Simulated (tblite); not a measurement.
Compound: C10H12O3S.
Numbering: `[CH3:1][O:2][C:3]1=[CH:4][CH:5]=[CH:6]/[C:7](=[CH:8]/[S:9]([CH3:10])(=[O:11])=[O:12])[CH:13]=[CH:14]1` (hydrogens: H15, H16, H17 on C1; H18 on C4; H19 on C5; H20 on C6; H21 on C8; H22, H23, H24 on C10; H25 on C13; H26 on C14)

Computed with GFN2-xTB (tblite), gas phase: L-BFGS steps from a force-field or distance-geometry start until the largest atomic force falls under 0.01 eV/Å.

Step 18: E = -1166.5415 eV
```
atom  x, y, z in Å  |  force x, y, z in eV/Å
C1     -4.3865   -0.5888   -1.3431   -0.005   0.020   0.011
O2     -3.0019   -0.6375   -1.6085   -0.074   0.005   0.033
C3     -2.1211   -0.1621   -0.6772   -0.036  -0.045  -0.013
C4     -2.3506    0.9508    0.0680   -0.046  -0.047   0.040
C5     -1.5227    1.4858    1.0950   -0.012   0.001  -0.013
C6     -0.2443    1.2048    1.4150    0.059   0.015   0.021
C7      0.6706    0.2721    0.7925    0.056  -0.017  -0.028
C8      2.0032    0.4150    0.9200    0.069  -0.041  -0.003
S9      3.1299   -0.7107    0.1183    0.062   0.089   0.050
C10     4.7159    0.1963    0.1787   -0.083  -0.083   0.019
O11     2.7720   -0.8698   -1.2692    0.025   0.029   0.072
O12     3.2558   -1.9174    0.9028    0.014   0.115  -0.081
C13     0.1758   -0.8873    0.0795   -0.029  -0.020  -0.026
C14    -0.9888   -1.0437   -0.5647   -0.039  -0.047  -0.012
H15    -4.8874   -0.8792   -2.2651    0.046   0.015  -0.017
H16    -4.7315    0.4018   -1.0424   -0.038   0.003  -0.053
H17    -4.6352   -1.3132   -0.5583   -0.039   0.071   0.014
H18    -3.2771    1.4874   -0.0839   -0.013  -0.021  -0.001
H19    -1.9949    2.2667    1.6788   -0.025   0.010  -0.007
H20     0.1869    1.7704    2.2302    0.064   0.030   0.020
H21     2.4742    1.2090    1.4706   -0.026  -0.025  -0.018
H22     4.5436    1.1996   -0.1932    0.006  -0.072  -0.004
H23     5.0734    0.2032    1.2006   -0.012   0.001  -0.016
H24     5.4057   -0.3361   -0.4654    0.003   0.035   0.030
H25     0.8612   -1.7227    0.0599    0.051   0.039   0.003
H26    -1.1474   -1.9718   -1.0956    0.022  -0.058  -0.021
```

Step 19: E = -1166.5449 eV
```
atom  x, y, z in Å  |  force x, y, z in eV/Å
C1     -4.3911   -0.5859   -1.3443   -0.019   0.017  -0.002
O2     -3.0072   -0.6458   -1.6025   -0.026  -0.005  -0.001
C3     -2.1253   -0.1651   -0.6771   -0.016  -0.048   0.002
C4     -2.3547    0.9477    0.0678   -0.038  -0.045   0.080
C5     -1.5248    1.4840    1.0919    0.042   0.012   0.019
C6     -0.2448    1.2088    1.4113    0.094  -0.031   0.000
C7      0.6708    0.2753    0.7903    0.071  -0.058  -0.042
C8      2.0042    0.4109    0.9224    0.062  -0.022  -0.016
S9      3.1359   -0.7106    0.1170   -0.005   0.108   0.017
C10     4.7187    0.1978    0.1787   -0.050  -0.071   0.033
O11     2.7788   -0.8663   -1.2716    0.015   0.032   0.093
O12     3.2653   -1.9194    0.8965    0.014   0.099  -0.060
C13     0.1748   -0.8846    0.0779   -0.011  -0.027  -0.005
C14    -0.9903   -1.0436   -0.5645   -0.038  -0.051  -0.022
H15    -4.8868   -0.8793   -2.2673    0.022   0.000  -0.032
H16    -4.7330    0.4077   -1.0538   -0.042   0.036  -0.042
H17    -4.6469   -1.3026   -0.5563   -0.058   0.049   0.037
H18    -3.2849    1.4796   -0.0735   -0.029  -0.011  -0.023
H19    -1.9935    2.2630    1.6791   -0.066   0.036  -0.005
H20     0.1879    1.7731    2.2269    0.042   0.037   0.009
H21     2.4724    1.2058    1.4743   -0.007  -0.027  -0.019
H22     4.5522    1.2012   -0.1949   -0.007  -0.068  -0.005
H23     5.0758    0.2028    1.1993   -0.017   0.023   0.046
H24     5.4139   -0.3357   -0.4569    0.006   0.013  -0.025
H25     0.8592   -1.7219    0.0639    0.042   0.059  -0.011
H26    -1.1477   -1.9741   -1.0916    0.016  -0.056  -0.024
```

Step 20: E = -1166.5484 eV
```
atom  x, y, z in Å  |  force x, y, z in eV/Å
C1     -4.3967   -0.5824   -1.3458   -0.035   0.015  -0.015
O2     -3.0136   -0.6554   -1.5959    0.018  -0.011  -0.027
C3     -2.1303   -0.1690   -0.6768   -0.001  -0.034   0.035
C4     -2.3604    0.9434    0.0692   -0.010  -0.050   0.106
C5     -1.5261    1.4822    1.0888    0.070   0.017   0.044
C6     -0.2438    1.2126    1.4069    0.113  -0.062  -0.016
C7      0.6725    0.2777    0.7870    0.053  -0.074  -0.039
C8      2.0065    0.4059    0.9248    0.031   0.014  -0.026
S9      3.1427   -0.7082    0.1154   -0.049   0.057   0.035
C10     4.7215    0.1983    0.1793    0.020  -0.028   0.040
O11     2.7866   -0.8617   -1.2726   -0.014   0.042   0.036
O12     3.2763   -1.9203    0.8885    0.009   0.083  -0.029
C13     0.1735   -0.8822    0.0761   -0.014  -0.028  -0.002
C14    -0.9927   -1.0443   -0.5646    0.000  -0.047  -0.010
H15    -4.8861   -0.8796   -2.2702   -0.007  -0.016  -0.041
H16    -4.7350    0.4151   -1.0675   -0.040   0.063  -0.034
H17    -4.6613   -1.2898   -0.5533   -0.073   0.034   0.049
H18    -3.2944    1.4706   -0.0622   -0.027  -0.009  -0.034
H19    -1.9933    2.2596    1.6794   -0.080   0.040  -0.014
H20     0.1895    1.7769    2.2232    0.021   0.032  -0.017
H21     2.4707    1.2015    1.4782    0.018  -0.017  -0.012
H22     4.5620    1.2015   -0.1967   -0.022  -0.053  -0.006
H23     5.0782    0.2031    1.1990   -0.025   0.039   0.102
H24     5.4233   -0.3350   -0.4479    0.000  -0.015  -0.069
H25     0.8576   -1.7202    0.0682    0.037   0.060  -0.031
H26    -1.1481   -1.9777   -1.0873    0.008  -0.052  -0.027
```

Step 21: E = -1166.5521 eV
```
atom  x, y, z in Å  |  force x, y, z in eV/Å
C1     -4.4034   -0.5784   -1.3476   -0.045   0.014  -0.026
O2     -3.0204   -0.6661   -1.5890    0.039  -0.004  -0.023
C3     -2.1359   -0.1737   -0.6758    0.011  -0.023   0.066
C4     -2.3667    0.9378    0.0727    0.019  -0.050   0.113
C5     -1.5262    1.4806    1.0863    0.079   0.009   0.059
C6     -0.2409    1.2158    1.4019    0.076  -0.065  -0.026
C7      0.6753    0.2790    0.7828    0.016  -0.064  -0.020
C8      2.0096    0.4008    0.9267   -0.012   0.047  -0.032
S9      3.1494   -0.7045    0.1144   -0.066   0.008   0.005
C10     4.7253    0.1984    0.1809    0.094   0.021   0.045
O11     2.7946   -0.8559   -1.2733   -0.044   0.057  -0.018
O12     3.2885   -1.9198    0.8793    0.001   0.027   0.034
C13     0.1718   -0.8802    0.0740    0.003  -0.025   0.003
C14    -0.9952   -1.0459   -0.5650    0.019  -0.041  -0.002
H15    -4.8857   -0.8803   -2.2741   -0.032  -0.030  -0.035
H16    -4.7377    0.4242   -1.0832   -0.027   0.067  -0.033
H17    -4.6785   -1.2750   -0.5493   -0.079   0.035   0.041
H18    -3.3052    1.4606   -0.0504    0.001  -0.020  -0.033
H19    -1.9946    2.2565    1.6793   -0.063   0.029  -0.028
H20     0.1916    1.7816    2.2188    0.011   0.019  -0.048
H21     2.4694    1.1964    1.4823    0.044   0.002   0.001
H22     4.5724    1.2008   -0.1986   -0.034  -0.031  -0.005
H23     5.0802    0.2043    1.2005   -0.031   0.050   0.133
H24     5.4333   -0.3345   -0.4395   -0.015  -0.038  -0.090
H25     0.8566   -1.7175    0.0723    0.036   0.042  -0.055
H26    -1.1484   -1.9824   -1.0832   -0.001  -0.037  -0.026
```

Task: Estimate the geometry and energy of step 22. (The exact step hangs on the optimiser's Hessian estimate; all steps are aligned on step 21, rigid shifts and turns removed.)

Result: E = -1166.5560 eV, largest force 0.156 eV/Å
```
atom  x, y, z in Å  |  force x, y, z in eV/Å
C1     -4.4112   -0.5737   -1.3500   -0.042   0.015  -0.031
O2     -3.0273   -0.6769   -1.5819    0.031   0.015   0.007
C3     -2.1416   -0.1794   -0.6734    0.016  -0.014   0.089
C4     -2.3731    0.9307    0.0787    0.046  -0.052   0.095
C5     -1.5248    1.4790    1.0848    0.047  -0.008   0.057
C6     -0.2364    1.2182    1.3964    0.011  -0.045  -0.020
C7      0.6785    0.2793    0.7780   -0.030  -0.031   0.009
C8      2.0127    0.3963    0.9282   -0.041   0.073  -0.034
S9      3.1555   -0.7002    0.1134   -0.038  -0.047  -0.015
C10     4.7306    0.1985    0.1835    0.138   0.058   0.043
O11     2.8021   -0.8486   -1.2742   -0.072   0.068  -0.069
O12     3.3011   -1.9185    0.8703   -0.018  -0.023   0.085
C13     0.1701   -0.8788    0.0716    0.016  -0.022  -0.003
C14    -0.9977   -1.0487   -0.5654    0.036  -0.030   0.014
H15    -4.8855   -0.8816   -2.2789   -0.052  -0.039  -0.014
H16    -4.7415    0.4350   -1.1005   -0.003   0.048  -0.041
H17    -4.6981   -1.2585   -0.5444   -0.072   0.049   0.009
H18    -3.3160    1.4494   -0.0388    0.047  -0.037  -0.018
H19    -1.9970    2.2538    1.6785   -0.022   0.009  -0.039
H20     0.1945    1.7870    2.2133    0.012   0.003  -0.078
H21     2.4684    1.1914    1.4866    0.064   0.021   0.011
H22     4.5824    1.1991   -0.2008   -0.039  -0.002   0.000
H23     5.0815    0.2066    1.2046   -0.034   0.055   0.131
H24     5.4432   -0.3346   -0.4322   -0.034  -0.052  -0.082
H25     0.8568   -1.7136    0.0753    0.042   0.003  -0.082
H26    -1.1483   -1.9885   -1.0796   -0.009  -0.016  -0.021
```

The energy changes by -0.0040 eV. The first-order estimate −F·Δx gives -0.0054 eV and the mean of the old and new forces, exact on a quadratic surface, -0.0040 eV. The step makes an angle of 76° with the force vector and moves no atom by more than 0.026 Å.

The cost below is that of the whole relaxation. Time: 1.4 s wall. Hardware: one thread, Arm Neoverse V2 (aarch64), no GPU, on a shared host.
